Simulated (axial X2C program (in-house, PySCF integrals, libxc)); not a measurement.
Spin–orbit effects down a group: molecules with Sr, MP2

Calculated with an in-house all-electron X2C program for linear molecules (integrals from PySCF), spin-free (one-electron X2C) or two-component (2c: spin–orbit coupling with atomic mean-field Coulomb and Gaunt terms, which also bring small scalar terms), in Dyall basis sets with cores contracted in-house; open shells are unrestricted.

Basis sets: H dyall-v3z, K dyall-cv3z, Rb dyall-cv3z, Sr dyall-cv3z, Sr dyall-v3z. Frozen shells (counts by l): SrH Sr 3s2p1d, H none, 11 electrons correlated; KSr Sr 4s3p1d, K 2s1p, 11 electrons correlated; RbSr Sr 4s3p1d, Rb 3s2p1d, 11 electrons correlated. Where the outer core of a metal is frozen, bonds come out longer and ionisation energies lower.

| molecule | spin-free state | Re (Å) | ωe (cm⁻¹) | De (eV) | 2c state | Re 2c (Å) | ωe 2c (cm⁻¹) | De 2c (eV) |
| --- | --- | --- | --- | --- | --- | --- | --- | --- |
| SrH | M_S = 1/2, Λ = 0 | 2.140 | 1234.8 | 1.52 | Ω = 1/2 | 2.140 | 1234.9 | 1.52 |
| KSr | M_S = 1/2, Λ = 0 | 4.535 | 46.5 | 0.03 | Ω = 1/2 | 4.535 | 46.6 | 0.03 |
| RbSr | M_S = 1/2, Λ = 0 | 4.742 | 33.4 | 0.03 | Ω = 1/2 | 4.740 | 34.0 | 0.03 |

(1) Work out the shifts from the spin-free to the two-component result.

Each entry is the lowest single determinant of a limited PBE0 search at one distance. De goes to single-determinant-based atoms at the same level (for ions the charge split of lowest energy) and is withheld (n/a) where an atom does not fit its ground term or J level. Main or longest-lived isotopes. One determinant is a doubtful description, or other states lie close, for KSr, RbSr; these need not be ground states, and all values refer to the states named.

Results:

(1) 

```
molecule  2c state  ΔRe (Å)  Δωe (cm⁻¹)  ΔDe (eV)
     SrH   Ω = 1/2    0.000         0.1      0.00
     KSr   Ω = 1/2    0.000         0.1      0.00
    RbSr   Ω = 1/2   -0.002         0.6      0.00
```

Shifts of one unit in the last digit are rounding.
